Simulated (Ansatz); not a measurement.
Al3S3⁺, relaxed as a singlet with RKS r2SCAN-D4/def2-SVP in Ansatz, starting from the GFN2-xTB geometry. Force threshold 0.02 eV/Å.

The structure comes from a short search, and lower isomers may exist.

Start:

```csv
atom,x (Å),y (Å),z (Å)
Al1,1.794,1.413,0.628
Al2,-2.732,-3.180,-1.152
Al3,-0.643,0.476,-0.044
S4,-1.666,-1.343,-0.588
S5,-0.110,2.568,0.444
S6,3.357,0.066,0.713
```

```
step  energy (eV)  largest force component (eV/Å)  SCF passes
   1  -52272.9183                           1.946          22
   2  -52273.2014                           1.160          28
   3  -52273.3396                           0.738          27
   4  -52273.4852                           0.505          20
   5  -52273.7030                           0.728          21
   6  -52274.0151                           0.908          26
   7  -52274.3652                           0.475          26
   8  -52274.4025                           0.557          29
   9  -52274.4427                           0.815          30
  10  -52274.4899                           0.367          22
  11  -52274.5141                           0.292          21
  12  -52274.5446                           0.257          21
  13  -52274.5558                           0.179          21
  14  -52274.5654                           0.124          21
  15  -52274.5681                           0.165          21
  16  -52274.5834                           0.116          21
  17  -52274.6001                           0.292          22
  18  -52274.6314                           0.352          22
  19  -52274.6862                           0.440          22
  20  -52274.7758                           0.504          29
  21  -52274.8775                           0.363          29
  22  -52274.8841                           0.305          22
  23  -52274.8989                           0.155          21
  24  -52274.9012                           0.031          24
  25  -52274.9013                           0.005          25
```

Force components are those of the run's own axes.

End:

```xyz
6

Al    1.9610    1.2337    0.6331
Al   -0.5488   -2.2766   -0.5330
Al   -0.5810    0.4290   -0.0411
S    -2.2299   -0.8295   -0.6145
S     0.0873    2.4117    0.4629
S     1.3114   -0.9685    0.0927
```

Bonds formed: Al2–S6, Al3–S6 (atoms count from 1). Metal–metal contacts that move far: Al2–Al3 4.35 to 2.75 Å. The end is the same structure that another start reached, the lowest one found.

No frequencies were taken in this run, so the end may be a saddle point.

It took 45 s on 4 threads of Arm Neoverse V1 on a shared host.
